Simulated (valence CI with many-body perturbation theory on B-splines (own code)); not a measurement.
# E1 line list for Pb⁶⁹⁺

Level of theory: configuration interaction combined with many-body perturbation theory (CI+MBPT): three valence electrons over a frozen Dirac-Fock core [Ne], a basis of 11 s, 11 p, 9 d, 7 f, 5 g, 2 h, 1 i functions for each j, with the one-electron correlation potential Σ1 (screened to all orders), the two-electron term Σ2, the three-electron term Σ3, Breit, model QED; selected single and double excitations, second order for the rest (own B-spline code, finite nucleus).

The last digits are not significant, and no measured levels were compared; by estimate large intervals hold to a few tenths of a per cent, small ones and those within an open d or f shell to about a per cent.

Lines 1 to 50 of 248 in falling wavelength, among levels below 16846 × 10³ cm⁻¹, chosen from the strongest by gf and those to the six lowest levels. Wavelengths and rates use the calculated energies. Electric multipoles are in the length gauge, E1 and E2 with the static RPA response of the core. Weak lines are less certain than strong ones. Lines between different terms over intervals too small for the method are left out, as are lines whose strength nearly cancels. The highest levels of a list are the least certain.

Levels are named by their leading jj configuration (3d3/2^4 stands for four electrons in 3d with j = 3/2), which in mixed levels can hold well under half, so a name can repeat and another be missing. Letters in brackets count levels of one name in rising energy.

| λ vac (Å) | Upper | Lower | A (s⁻¹) | S (a.u.) |
| --- | --- | --- | --- | --- |
| 79.53 | (3s 3p1/2 3d3/2) J=5/2 | (3s^2 3d3/2) J=3/2 | 1.09e+10 | 1.63e-02 |
| 75.97 | (3s 3p1/2 3p3/2) J=3/2 [a] | (3s^2 3p3/2) J=3/2 | 2.69e+09 | 2.33e-03 |
| 72.79 | (3p1/2 3p3/2 3d5/2) J=7/2 [b] | (3s 3p3/2 3d5/2) J=5/2 [b] | 1.37e+10 | 2.09e-02 |
| 71.82 | (3p1/2 3p3/2 3d5/2) J=9/2 | (3s 3p3/2 3d5/2) J=7/2 [b] | 1.29e+10 | 2.35e-02 |
| 67.26 | (3s 3p1/2 3p3/2) J=5/2 | (3s^2 3p3/2) J=3/2 | 1.94e+10 | 1.75e-02 |
| 67.15 | (3s 3p1/2 3d5/2) J=7/2 | (3s^2 3d5/2) J=5/2 | 3.11e+10 | 3.71e-02 |
| 64.80 | (3s 3p1/2 3d3/2) J=3/2 [a] | (3s 3p1/2 3p3/2) J=3/2 [b] | 1.29e+09 | 6.93e-04 |
| 63.41 | (3p1/2 3p3/2 3d5/2) J=9/2 | (3s 3p3/2 3d5/2) J=7/2 [a] | 1.58e+10 | 1.99e-02 |
| 63.25 | (3s 3p1/2 3d5/2) J=5/2 [b] | (3s^2 3d5/2) J=5/2 | 2.38e+10 | 1.78e-02 |
| 62.37 | (3s 3p1/2^2) J=1/2 | (3s^2 3p1/2) J=1/2 | 5.21e+10 | 1.25e-02 |
| 62.19 | (3p1/2 3p3/2 3d3/2) J=7/2 | (3s 3p3/2 3d3/2) J=7/2 | 2.39e+10 | 2.27e-02 |
| 61.90 | (3p1/2 3p3/2 3d5/2) J=5/2 [a] | (3s 3p3/2 3d5/2) J=3/2 [a] | 3.53e+10 | 2.48e-02 |
| 61.86 | (3p1/2 3p3/2 3d3/2) J=7/2 | (3s 3p3/2 3d3/2) J=5/2 [a] | 1.41e+10 | 1.32e-02 |
| 61.78 | (3s 3p1/2 3d5/2) J=3/2 | (3s^2 3d5/2) J=5/2 | 3.40e+10 | 1.58e-02 |
| 60.50 | (3p1/2 3p3/2 3d5/2) J=3/2 [b] | (3s 3p3/2 3d5/2) J=1/2 | 3.83e+10 | 1.67e-02 |
| 60.40 | (3p1/2^2 3d5/2) J=5/2 | (3s 3p1/2 3d5/2) J=3/2 | 4.70e+10 | 3.06e-02 |
| 60.07 | (3s 3p1/2 3d3/2) J=3/2 [b] | (3s 3p1/2 3p3/2) J=3/2 [b] | 4.36e+10 | 1.87e-02 |
| 59.99 | (3s 3p1/2 3p3/2) J=3/2 [b] | (3s^2 3p3/2) J=3/2 | 3.41e+10 | 1.45e-02 |
| 59.11 | (3p1/2 3p3/2 3d5/2) J=3/2 [a] | (3s 3p3/2 3d5/2) J=5/2 [a] | 5.33e+10 | 2.17e-02 |
| 59.05 | (3p1/2^2 3d5/2) J=5/2 | (3s 3p1/2 3d5/2) J=5/2 [b] | 4.71e+10 | 2.87e-02 |
| 58.03 | (3s 3p1/2 3d3/2) J=3/2 [a] | (3s 3p1/2 3p3/2) J=5/2 | 2.58e+10 | 9.97e-03 |
| 57.93 | (3p1/2 3p3/2 3d5/2) J=5/2 [a] | (3s 3p3/2 3d5/2) J=5/2 [a] | 3.56e+10 | 2.05e-02 |
| 57.51 | (3p1/2 3p3/2^2) J=5/2 | (3s 3p3/2^2) J=5/2 | 3.50e+10 | 1.97e-02 |
| 57.02 | (3s 3p1/2 3d3/2) J=5/2 | (3s 3p1/2 3p3/2) J=3/2 [b] | 1.17e+10 | 6.41e-03 |
| 56.90 | (3p1/2 3p3/2 3d5/2) J=7/2 [b] | (3s 3p3/2 3d5/2) J=7/2 [a] | 3.14e+10 | 2.29e-02 |
| 56.54 | (3s 3p1/2 3p3/2) J=1/2 | (3s^2 3p3/2) J=3/2 | 4.19e+10 | 7.47e-03 |
| 56.26 | (3p1/2^2 3d3/2) J=3/2 | (3s 3p1/2 3d3/2) J=5/2 | 9.59e+10 | 3.37e-02 |
| 56.17 | (3p1/2 3p3/2 3d5/2) J=5/2 [b] | (3s 3p3/2 3d5/2) J=7/2 [a] | 4.63e+10 | 2.43e-02 |
| 56.02 | (3p1/2^2 3d5/2) J=5/2 | (3s 3p1/2 3d5/2) J=7/2 | 8.79e+10 | 4.57e-02 |
| 55.85 | (3p1/2 3p3/2 3d3/2) J=5/2 [a] | (3p1/2 3p3/2^2) J=5/2 | 3.70e+10 | 1.91e-02 |
| 55.83 | (3p1/2 3p3/2 3d5/2) J=7/2 [a] | (3s 3p3/2 3d5/2) J=9/2 | 6.74e+10 | 4.63e-02 |
| 55.68 | (3p1/2 3p3/2^2) J=3/2 | (3s 3p3/2^2) J=5/2 | 6.98e+10 | 2.38e-02 |
| 54.85 | (3p1/2 3p3/2 3d3/2) J=3/2 [b] | (3s 3p3/2 3d3/2) J=5/2 [a] | 3.47e+10 | 1.13e-02 |
| 54.80 | (3p1/2 3p3/2 3d3/2) J=5/2 [b] | (3s 3p3/2 3d3/2) J=7/2 | 7.56e+10 | 3.68e-02 |
| 54.20 | (3s 3p1/2 3d3/2) J=3/2 [b] | (3s 3p1/2 3p3/2) J=5/2 | 6.68e+10 | 2.10e-02 |
| 53.89 | (3p1/2 3p3/2 3d5/2) J=9/2 | (3s 3p3/2 3d5/2) J=9/2 | 4.78e+10 | 3.70e-02 |
| 53.58 | (3p1/2^2 3d3/2) J=3/2 | (3s 3p1/2 3d3/2) J=3/2 [b] | 6.42e+10 | 1.95e-02 |
| 52.81 | (3s 3p1/2 3d3/2) J=3/2 [a] | (3s 3p1/2 3p3/2) J=3/2 [a] | 2.27e+10 | 6.61e-03 |
| 51.71 | (3s 3p1/2 3d3/2) J=5/2 | (3s 3p1/2 3p3/2) J=5/2 | 1.34e+10 | 5.47e-03 |
| 49.93 | (3s 3p1/2 3d3/2) J=1/2 | (3s 3p1/2 3p3/2) J=3/2 [b] | 1.25e+09 | 1.54e-04 |
| 49.62 | (3s 3p1/2 3d3/2) J=3/2 [b] | (3s 3p1/2 3p3/2) J=3/2 [a] | 4.37e+09 | 1.05e-03 |
| 48.02 | (3s 3p1/2 3d3/2) J=3/2 [c] | (3s 3p1/2 3p3/2) J=3/2 [b] | 3.92e+09 | 8.57e-04 |
| 47.52 | (3s 3p1/2 3d3/2) J=5/2 | (3s 3p1/2 3p3/2) J=3/2 [a] | 3.88e+07 | 1.23e-05 |
| 46.22 | (3s^2 3d3/2) J=3/2 | (3s^2 3p3/2) J=3/2 | 1.24e+08 | 2.41e-05 |
| 44.20 | (3s 3p1/2 3d3/2) J=3/2 [c] | (3s 3p1/2 3p3/2) J=5/2 | 6.35e+09 | 1.08e-03 |
| 42.49 | (3s 3p1/2 3d3/2) J=1/2 | (3s 3p1/2 3p3/2) J=3/2 [a] | 7.16e+09 | 5.43e-04 |
| 41.10 | (3s 3p1/2 3d3/2) J=3/2 [c] | (3s 3p1/2 3p3/2) J=3/2 [a] | 2.25e+09 | 3.09e-04 |
| 35.95 | (3s 3p3/2 3d5/2) J=3/2 [a] | (3s 3p3/2^2) J=3/2 | 1.30e+11 | 1.19e-02 |
| 35.49 | (3s 3p1/2 3d5/2) J=5/2 [a] | (3s 3p1/2 3p3/2) J=3/2 [b] | 2.45e+09 | 3.24e-04 |
| 34.20 | (3s 3d3/2 3d5/2) J=3/2 [b] | (3s 3p3/2 3d3/2) J=1/2 [b] | 1.31e+11 | 1.04e-02 |
